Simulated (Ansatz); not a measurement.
Compare A (`NC1=C[SiH2]1`) with its isomer B (`C[SiH2]C#N`).

Computed with Ansatz on PBE0-D4/def2-TZVP structures; ΔE is electronic, products minus reactants. CBS: MP2 limit from def2 TZ/QZ plus the TZ coupled-cluster correction, frozen cores. Functionals use def2-TZVPP. B3LYP here is the variant with VWN-RPA as its local correlation; programs differ in this. Each species was taken in one conformer, which may not be the lowest.

A:

Z-matrix (Å, degrees):
```
Si
C 1 1.811
C 1 1.791 2 43.8
H 1 1.487 2 121.3 3 106.8
H 1 1.487 2 121.6 3 -106.7
N 2 1.348 1 153.9 3 175.9
H 3 1.082 1 154.5 2 -179.1
H 6 1.007 2 119.6 1 171.8
H 6 1.003 2 119.1 1 17.6
```

B:

```xyz
9

C     0.312   -0.094    1.217
Si   -0.525   -0.331   -0.426
C     0.295    0.763   -1.679
N     0.819    1.451   -2.440
H     0.231    0.944    1.545
H     1.370   -0.354    1.152
H    -0.155   -0.731    1.972
H    -1.952    0.067   -0.402
H    -0.394   -1.715   -0.939
```

Question: Which is lower in electronic energy at CCSD(T)/CBS, and by how much? (Best estimate.)

Answer: The calculation gave: B, by 193.3 kJ/mol.

Question: Give E(B) − E(A) in kJ/mol with B3LYP-D4, CCSD(T)/def2-SVP, PBE0-D4, BLYP-D4, PBE-D4, r2SCAN-D4, ωB97M-V. (An estimate is asked.)

Answer: Ansatz gave: B3LYP-D4 -182.6, CCSD(T)/def2-SVP -205.9, PBE0-D4 -153.2, BLYP-D4 -185.7, PBE-D4 -151.6, r2SCAN-D4 -165.3, ωB97M-V -181.6. None reverses the order clearly.

Question: Does the order hold for the free energy at 298.15 K (harmonic terms from PBE0-D4)? (An estimate is asked.)

Answer: The calculation gave: Yes: G(B) − G(A) = -202.7 kJ/mol, for one conformer each.

Largest T1 diagnostic: 0.013.

From r2SCAN to r2SCAN0 (25 % exact exchange), in def2-TZVPP and without D4, E(B) − E(A) moves by +3.1 kJ/mol. At CCSD(T), def2-SVP lies −12.6 kJ/mol from the extrapolated value and def2-TZVPP −9.7 kJ/mol.
